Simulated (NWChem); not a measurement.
# Correlation energy of Br (-1)

```
Br
```
Charge -1, spin multiplicity 1.

Everything below was run with NWChem.

Basis set: def2-SVPD. Each correlation energy counts from its own Hartree-Fock reference.

The Hamiltonian is non-relativistic. The correlated methods keep 9 core orbitals frozen. No row is a measurement; the coupled-cluster row has its own basis-set and correlation limits.

Question: For the correlation energy, SCS-MP2 gives -226.2 mHa and CCSD+T(CCSD) gives -252.9 mHa. What do CCSD, CR-CCSD(T), MP2 give?

Answer: CCSD: -247.1 mHa; CR-CCSD(T): -251.8 mHa; MP2: -245.6 mHa.
